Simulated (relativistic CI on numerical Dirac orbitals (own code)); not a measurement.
## Crystal-field levels of Co2+, 3d7

Calculated by Dirac-Coulomb-Breit CI, KLI orbitals optimised for each configuration, QED by a radiative potential, valence Slater integrals scaled by 0.65, one configuration in a parametric crystal field (own radial code).

Field parameters in Wybourne normalisation: D3d B²₀ = −7Dσ, B⁴₀ = −14Dq − 21Dτ, B⁴₃ = −14√(10/7) Dq. The field is a parameter set, without covalency.

S is read from ⟨S²⟩ = S(S + 1).

Levels (cm⁻¹, degeneracy): 0 (2), 115 (2), 985 (2), 1211 (2), 3921 (2), 4207 (2), 4464 (2), 4695 (2), 13399 (2), 14605 (2), 14702 (2), 16345 (2).

(1) Which field gives this pattern?
A. D3d, 10Dq = 17400, Dσ = -1200, Dτ = -210 cm⁻¹
B. D3d, 10Dq = 17400, Dσ = -550, Dτ = -210 cm⁻¹
C. D3d, 10Dq = 17400, Dσ = 550, Dτ = -210 cm⁻¹
D. D3d, 10Dq = 17400, Dσ = -330, Dτ = -210 cm⁻¹

## Answers

(1) A. D3d, 10Dq = 17400, Dσ = -1200, Dτ = -210 cm⁻¹, ground level with S = 1.37.
